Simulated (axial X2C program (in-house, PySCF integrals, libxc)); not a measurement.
Photoelectron levels of SiSe by EOM-IP-CCSD

Computed with an in-house all-electron X2C program for linear molecules (integrals from PySCF): two-component X2C with atomic mean-field Coulomb and Gaunt terms, Gaussian nuclei, basis Se dyall-cv3z, Si dyall-v3z with contracted cores.

R = 1.900 Å (0.920 times 2.065 Å, the PBE0 minimum at charge 0 for the lowest determinant).

Vertical ionisation energies of SiSe to the states of SiSe⁺:

```tsv
Ω of SiSe⁺	vertical IE (eV)	above lowest (cm⁻¹)	ionised spinor	one-hole weight
1/2	9.976	0	42% Si pσ, 28% Se pσ, 24% Si sσ	0.94
3/2	10.536	4519	67% Se pπ, 24% Si pπ, 7% Si dπ	0.94
1/2	10.725	6043	68% Se pπ, 22% Si pπ, 7% Si dπ	0.94
1/2	14.248	34457	46% Se pσ, 35% Si sσ, 13% Se sσ	0.81
```

Problem. What is the splitting of the first π pair in the table, and is it regular or inverted?

Solution. E(3/2) − E(1/2) = 4519 − 6043 = -1524 cm⁻¹ at EOM-IP-CCSD: inverted, Ω = 3/2 lower. Splittings at this level can be off by ten to twenty per cent.

This point took 5.9 s on 1 thread of Arm Neoverse V1 (shared host).

Reference electrons by ω block (each with its −ω partner): 1/2: 17, 3/2: 6, 5/2: 1. 10 electrons of SiSe correlated (inner shells frozen), 94 natural virtual spinors (a truncated set); levels can be off by some tenths of an eV. Roots sought by Ω: (1/2: 4, 3/2: 3, 5/2: 1); rows need 60 % one-particle weight and stop where some Ω has no more roots. Missing are any skipped roots, higher Ω and states of a further excitation; these come out far too high here and may in truth be low or lowest. T1 of the reference 0.018 (Lee–Taylor). Number of frozen shells: Se 3 s, 2 p, 1 d; Si 2 s, 1 p.
